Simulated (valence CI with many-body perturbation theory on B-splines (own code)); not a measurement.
Run record, Kr XV

Calculated by valence CI with perturbative core correlation (CI+MBPT): four valence electrons over a frozen Dirac-Fock core [Ar], a basis of 6 s, 6 p, 5 d, 5 f, 1 g functions for each j, with the one-electron correlation potential Σ1 (screened to all orders), the two-electron term Σ2, the three-electron term Σ3, Breit, model QED; selected single and double excitations, second order for the rest, scaled by the run's own slope (own B-spline code, finite nucleus).

Command, and the settings that its task file holds:

```sh
python run_cv.py task.json out
```

```
atom Kr  Z=36  mass_number=84  rms_radius_fm=4.1884
core [Ar]
valence 3d4
avg = 1
basis = S
breit = 1
cap = 10000
capref = 1200
cscale = 1
de = 0.0
dress = 0
eps = 2e-07
extrap = 1
h = 0.27
hh = 1
l2 = 3
lcore = 6
maxit = 60
n2 = 5
natural = 1
nlev = 21
nno = [3, 3, 3, 3, 1]
nroot = 26
nsp = [3, 3, 2, 2, 0]
pt2 = 1
qed = 1
rpa = 1
s1 = 1
s2 = 1
s3 = 1
screen = 1
tol = 2e-05
whole = 1
```

It took 20 s on 1 thread of Arm Neoverse V1 (shared host).

Log. The first blocks belong to the next ion, which gives the ionisation energy. Fields: 2J, parity (1 odd), roots, reference size, generating configurations, candidates as configurations/state functions, variational space P, stored matrix elements, Davidson steps; e2 is the range of second-order energies in hartree. The first line gives the box (bohr), its intervals, the orbitals and the steps of their self-consistent field. Window is the range of levels sought, series limit the energy at which the first omitted orbital would enter, core excitation an estimate of the first excitation out of the core, left out the lowest levels not solved, and shifts from estimates the range by which levels moved from their first estimate, all in cm⁻¹.

```
rmax 7.6 intervals 61 orbitals 40 references ['3d4', '3d3 4s', '3d3 4p'] scf 5 t 0.9
2J=3 par=0 roots 2 ref 27 generators 4 cand 351/972 P 367/999 nnz 0 it 0
2J=3 par=0 roots 2 ref 27 generators 9 cand 229/496 P 596/1495 nnz 0 it 6
   second order: generators 16 cand 2272/5319 e2 -0.00005 -0.00003
2J=5 par=0 roots 2 ref 29 generators 3 cand 270/956 P 285/985 nnz 0 it 0
2J=5 par=0 roots 2 ref 29 generators 8 cand 208/523 P 493/1508 nnz 0 it 5
   second order: generators 16 cand 2399/6450 e2 -0.00006 -0.00005
2J=7 par=0 roots 2 ref 22 generators 2 cand 299/956 P 311/978 nnz 0 it 0
2J=7 par=0 roots 2 ref 22 generators 6 cand 266/655 P 577/1633 nnz 0 it 6
   second order: generators 12 cand 2119/5687 e2 -0.00006 -0.00003
reference levels 556, estimated 25, window 97935 1/cm; series limit 2814023, core excitation 816471
2J=0 par=0 roots 3 ref 17 generators 4 cand 0/0 P 915/1673 nnz 0 it 2
2J=0 par=0 roots 3 ref 17 generators 4 cand 79/129 P 994/1802 nnz 0 it 5
   second order: generators 7 cand 2540/5256 e2 -0.00004 -0.00002
2J=2 par=0 roots 3 ref 36 generators 3 cand 176/765 P 689/3286 nnz 2.5e+06 it 4
2J=2 par=0 roots 3 ref 36 generators 3 cand 198/820 P 887/4106 nnz 3.8e+06 it 6
   second order: generators 6 cand 1766/8483 e2 -0.00008 -0.00003
2J=4 par=0 roots 5 ref 51 generators 4 cand 135/900 P 462/3350 nnz 2.7e+06 it 5
2J=4 par=0 roots 5 ref 51 generators 4 cand 463/2618 P 925/5968 nnz 8e+06 it 7
   second order: generators 6 cand 1830/13886 e2 -0.00009 -0.00003
2J=6 par=0 roots 5 ref 49 generators 3 cand 125/1001 P 425/3513 nnz 3.2e+06 it 5
2J=6 par=0 roots 5 ref 49 generators 3 cand 435/2650 P 860/6163 nnz 8.9e+06 it 8
   second order: generators 6 cand 2566/24267 e2 -0.00011 -0.00003
2J=8 par=0 roots 5 ref 42 generators 4 cand 133/943 P 437/3410 nnz 3e+06 it 5
2J=8 par=0 roots 5 ref 42 generators 4 cand 437/2365 P 874/5775 nnz 7.9e+06 it 7
   second order: generators 7 cand 3298/32161 e2 -0.00010 -0.00004
2J=10 par=0 roots 2 ref 25 generators 2 cand 178/865 P 561/3368 nnz 2.9e+06 it 4
2J=10 par=0 roots 2 ref 25 generators 2 cand 180/921 P 741/4289 nnz 4.6e+06 it 5
   second order: generators 5 cand 2884/25865 e2 -0.00010 -0.00008
2J=12 par=0 roots 2 ref 14 generators 2 cand 49/154 P 589/2651 nnz 1.8e+06 it 4
2J=12 par=0 roots 2 ref 14 generators 2 cand 130/532 P 719/3183 nnz 2.6e+06 it 5
   second order: generators 4 cand 1728/16799 e2 -0.00006 -0.00005
left out: unestimated 145144, estimated none, shifts from estimates -202 to 1
operators 1.3
```

The Davidson iterations converged.

No measured spectrum was set against this ion. As an estimate, terms of the open shell hold to 2 to 4 % of their energy, and close levels can change places. Only levels of the ground parity were solved; by the run's estimate the other parity begins above the list, which can be wrong where configurations are misplaced.

```yaml
Valence_energy: -83.19904 hartree
Ionisation_energy: "491.16 eV (NIST: 492 ± 5 eV (theoretical))"
Reference_configurations_for_the_orbitals: 3d4, 3d3 4s, 3d3 4p
Radial_orbitals: 40
Box_radius: 7.641 bohr
Largest_variational_space: 6163
Lowest_levels: 3d4 5D_0 0.0, 3d4 5D_1 2409, 3d4 5D_2 5958, 3d4 5D_3 9996, 3d4 5D_4 14219, 3d4 3P_0 50348, 3d4 3H_4 55521, 3d4 3P_1 61046, 3d4 3H_5 61054, 3d4 3F_3 63958, 3d4 3H_6 64522, 3d4 3F_2 65518, 3d4 3F_4 68128, 3d4 3P_2 73604 cm⁻¹
```

Names give the largest LS component (configuration and term), which can be under half, so a name can repeat, a term be missing and a line seem to break the LS rules; names also repeat where a configuration has a term twice.
